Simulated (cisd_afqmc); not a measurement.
Input (AFQMC/CISD/cc-pV(D+d)Z; cisd_afqmc is a phaseless AFQMC code with CISD trial states that reads the integrals written by Ansatz): A basis named .json is the Basis Set Exchange file of that set.

Ansatz 0.2 input:
```python
import cisd_afqmc

open("ham.yaml", "w").write("""\
crystal:
  periodic: [false, false, false]
  atoms:
    - {symbol: B, position_ang: [-0.82933656, -1.06628548, 0.05417389]}
    - {symbol: H, position_ang: [-0.28668051, -2.10026623, 0.19934900]}
    - {symbol: H, position_ang: [-1.97323266, -0.79945609, -0.01633424]}
    - {symbol: S, position_ang: [0.32922303, 0.43813218, 0.06803943]}
    - {symbol: H, position_ang: [-0.23234532, 1.22897825, -0.87380254]}
    - {symbol: H, position_ang: [1.37137279, -0.00794334, -0.66871246]}
basis:
  gaussian:
    orbitals: cc-pV_D+d_Z.json
total_charge: 1
magnetization: {spin_polarized: false}
correlation: {method: ccsd, electrons: outside_noble_gas, hamiltonian_folder: ham}
""")
rep = cisd_afqmc.ansatz("ham.yaml")
e_ccsd = rep["correlation"]["coupled_cluster"]["energy"]["hartree"]
out = cisd_afqmc.run("ham", e_ccsd, trial="CISD", walkers=100, populations=8, threads=8, dt=0.005, steps=40, early=24, settle=10, least=32,
    cut=5e-5, rank_cut=2e-4, target=0.0004, seconds=1500, seed=1, memory=17280, gpu=False)
```

Output:

```
orbitals 51, occupied [6], factors 301 of 533, rank of the doubles 115 of 270
E(HF) = -424.259082
E(CCSD) on the cut factors = -424.517060, shift to the whole factors -0.000015
Energy of the trial state on the determinant = -424.516975
  tau behind 7.2 of longer steps, mean of the populations' last blocks
   2.0  -424.52467
   4.0  -424.52424
   6.0  -424.52463
   8.0  -424.52408
blocks 434 (0 outliers left out), error by blocks joined: 1: 0.00011, 2: 0.00014, 4: 0.00018, 8: 0.00023, 16: 0.00030
E(AFQMC/CISD) = -424.52410 +/- 0.00030
```

The error still grows at the longest joins of blocks, or few joins were possible, so the printed bar may be too narrow.
